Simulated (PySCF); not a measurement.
A species of formula C7H7Cl has this rotational fingerprint, computed with CAM-B3LYP/def2-SVPD in PySCF (dipole) on a GFN2-xTB geometry, gas phase:

- Rotational constants: A = 3488, B = 1563, C = 1517 MHz
- Dipole components: |μa| = 2.13 D, |μb| = 0.27 D, |μc| = 0.00 D
- Inertial defect: -135.02 u·Å²
- κ: -0.95

Question: Which candidate fits, each taken in the one conformer that was computed?
A. `[Cl:1][CH2:2][CH:3]=[C:4]1[CH:5]=[CH:6][CH:7]=[CH:8]1` with Cl1–C2–C3–C4 117°
B. `Cl[C@H]1[C@H]2C=C[C@@H]1C=C2`

Answer: B. It is Cl[C@H]1[C@H]2C=C[C@@H]1C=C2, a near-prolate asymmetric top, point group Cs. The candidates at the same level (rigid rotor, commonest isotopes):

| SMILES | A (MHz) | B (MHz) | C (MHz) | μa (D) | μb (D) | μc (D) | Δ (u·Å²) | point group | rotor |
| --- | --- | --- | --- | --- | --- | --- | --- | --- | --- |
| Cl[C@H]1[C@H]2C=C[C@@H]1C=C2 | 3488 | 1563 | 1517 | 2.13 | 0.27 | 0.00 | -135.02 | Cs | near-prolate asymmetric top |
| ClCC=C1C=CC=C1 | 5434 | 778.9 | 729.5 | 0.96 | 0.05 | 1.36 | -49.04 | C1 | near-prolate asymmetric top |

`ClCC=C1C=CC=C1` has A 56 % too high. In the right answer the mirror of this Cs structure is the ab plane, so μc vanishes by symmetry. No structure here is proved a minimum.
